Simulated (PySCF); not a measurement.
Si(H)2(NCO)(OH) (CH3NO2Si), SMILES O[SiH2]N=C=O. Atoms are numbered in the order given.

```xyz
8

Si    -1.0110     0.7366     0.0626
O     -2.0908    -0.2808    -0.6666
N      0.5602     0.0316     0.1337
C      1.6345    -0.4839     0.2511
O      2.6849    -0.9827     0.3564
H     -0.8636     2.0175    -0.6828
H     -1.5077     0.9451     1.4423
H     -1.9558    -0.4851    -1.5965
```

Coordinates come from a PBE0-D3(BJ)/def2-SVP optimisation. Other conformers were not sampled.

Method: PySCF 2.14.0 with PBE0-D3(BJ)/def2-SVP.

Frequencies are harmonic and unscaled.

Computed normal modes with their intensities:
```csv
mode,ν (cm⁻¹),IR (km/mol),Raman (Å⁴/amu),depolarisation,moving atoms (share of kinetic energy)
1,57,0.1,2.5,0.75,"O 50 %, N 43 %"
2,70,1.5,2.4,0.75,"N 60 %, O 21 %, H 13 %"
3,227,77.2,2.2,0.73,"H 77 %, N 11 %"
4,328,77.7,0.8,0.54,"O 44 %, N 21 %, H 20 %, Si 10 %"
5,598,99.8,5.2,0.21,"Si 48 %, O 27 %, C 14 %"
6,624,19.7,0.9,0.57,"C 68 %, O 15 %"
7,633,43.5,0.4,0.58,"C 71 %, O 15 %, N 14 %"
8,642,114.0,2.8,0.70,"H 74 %, Si 12 %"
9,754,32.9,11.0,0.75,H 93 %
10,835,183.0,6.7,0.43,"H 61 %, O 30 %, Si 9 %"
11,910,35.9,12.1,0.71,"H 59 %, O 30 %, Si 10 %"
12,939,357.2,18.8,0.63,"H 80 %, Si 14 %"
13,973,175.8,10.0,0.61,"H 70 %, Si 22 %, O 8 %"
14,1548,38.6,32.8,0.23,"N 56 %, O 40 %"
15,2254,154.5,141.0,0.19,H 97 %
16,2301,125.4,142.2,0.20,H 96 %
17,2488,1485.1,1.3,0.33,"C 69 %, N 19 %, O 12 %"
18,3935,114.4,84.2,0.27,H 94 %
```
